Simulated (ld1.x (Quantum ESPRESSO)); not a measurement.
**Li: excitation energies, all-electron against TM semilocal**

ld1.x (Quantum ESPRESSO) 7.5 input, shortened:

```
&input
   title='Li', zed=3., rel=1, dft='PBE', iswitch=3,
   config='[He] 2s0.75 2p0 3d-2'
 /
 &inputp
   pseudotype=1, tm=.true., lloc=0,
   nlcc=.false.
 /
3
2P  2  1   0.00   0.00  4.20  4.20  0.0
3D  3  2  -2.00   0.50  3.80  3.80  0.0
1S  1  0   2.00   0.00  0.45  0.45  0.0
 &test
   configts(1)='1s2 2s0.75 2p0'
 /
```

Occupied shells without a wave of their own: 2s. They enter only through the test configuration that unscreens the potential.

Energies are relative to the spin-unpolarised reference configuration 1s2 2s0.75 2p0; without spin polarisation the order of configurations can differ from experiment.

```json
{"valence configuration": "1s2 2s1 2p0", "charge": "0", "ΔE all-electron (eV)": "-0.869", "error AE − PS (meV)": "-0.4"}
{"valence configuration": "1s2 2s0.5 2p0", "charge": "+0.5", "ΔE all-electron (eV)": "1.179", "error AE − PS (meV)": "+0.5"}
{"valence configuration": "1s1 2s1 2p0", "charge": "+1", "ΔE all-electron (eV)": "67.538", "error AE − PS (meV)": "+15"}
{"valence configuration": "1s2 2s0 2p1", "charge": "0", "ΔE all-electron (eV)": "0.918", "error AE − PS (meV)": "-5.4"}
```

Problem. What are ΔE and the potential's error for 1s2 2s0 2p0?

Solution. ΔE = 4.427 eV all-electron; the error (AE − PS) is +1.9 meV.

Levels in the configuration 1s2 2s0 2p0:

| level | all-electron (eV) | pseudo (eV) |
| --- | --- | --- |
| 1s | -60.415 | -60.413 |
